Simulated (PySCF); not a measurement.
A PySCF script (with the pyscf-properties extension) for the NMR shieldings of SMILES C1(F)(F)C(C(F)(F)F)=C1, C₄HF₅, on a GFN2-xTB geometry:

```python
import basis_set_exchange as bse
import numpy as np
from pyscf import gto, dft
from pyscf.prop import nmr

atoms = """
F     2.016390   -0.735441   -0.824737
C     1.473296    0.007758    0.144582
F     1.959221   -0.444166    1.307255
F     1.925377    1.255784   -0.013153
C    -0.008627   -0.049403    0.118571
C    -1.128629   -0.357887    0.744792
C    -1.262587    0.194203   -0.615327
F    -1.722879    1.437908   -0.837966
F    -1.631316   -0.567181   -1.660597
H    -1.611363   -0.736921    1.614054
"""
names = dict.fromkeys(["F", "C", "H"], "pcSseg-1")
basis = {el: gto.basis.parse(bse.get_basis(n, elements=[el], fmt="nwchem")) for el, n in names.items()}
mol = gto.M(atom=atoms, basis=basis, charge=0, verbose=0)
mf = dft.RKS(mol, xc="PBE0")
mf.grids.level = 2
mf.grids.alignment = dft.numint.BLKSIZE   # the property module wants whole blocks of grid points
mf.conv_tol = 1e-9
mf.kernel()

calc = nmr.RKS(mf)   # GIAO
C = mf.mo_coeff
Co = C[:, mf.mo_occ > 0]
resp = mf.gen_response(singlet=True, hermi=2)
def vind(x):   # induced exchange potential for any number of trial vectors
    d = np.einsum("pi,xij,qj->xpq", C, 2 * x.reshape(-1, C.shape[1], Co.shape[1]), Co, optimize=True)
    return np.einsum("xpq,pi,qj->xij", resp(d - d.transpose(0, 2, 1)), C, Co, optimize=True).ravel()
mo1, _ = nmr.rhf.solve_mo1(calc, with_cphf=vind)
sigma = calc.kernel(mo1)
for i, s in enumerate(sigma):   # ppm
    print("%2d %-2s %9.2f" % (i, mol.atom_pure_symbol(i), np.trace(s) / 3))
```

**Question.** What are the results?

**Answer.** 
```
 0 F     244.76
 1 C      59.16
 2 F     251.47
 3 F     244.82
 4 C      44.79
 5 C      47.16
 6 C      82.70
 7 F     287.71
 8 F     287.70
 9 H      23.59
```

These numbers come from an equivalent density-fitted implementation of the same equations, which agrees with the script to about 0.01 ppm for H and up to a few tenths of a ppm for heavy atoms, so last digits may differ.

**Question.** Turn these shieldings into chemical shifts. δ = σ(ref) − σ, references computed at the same level: CFCl3 for ¹⁹F (170.95 ppm); TMS for ¹³C (186.93 ppm), ¹H (31.72 ppm).

**Answer.** Averaging equivalent atoms: F 0/2/3: -76.1; F 7/8: -116.8; C 4: 142.1; C 5: 139.8; C 1: 127.8; C 6: 104.2; H 9: 8.12 ppm. Unscaled 19F shifts against computed CFCl3 carry errors that often reach 10 to 50 ppm.

Size and cost of the density-fitted run: 158 basis functions, 16 s wall time on 1 thread of an Arm Neoverse V2, shared host; peak memory 0.71 GiB.
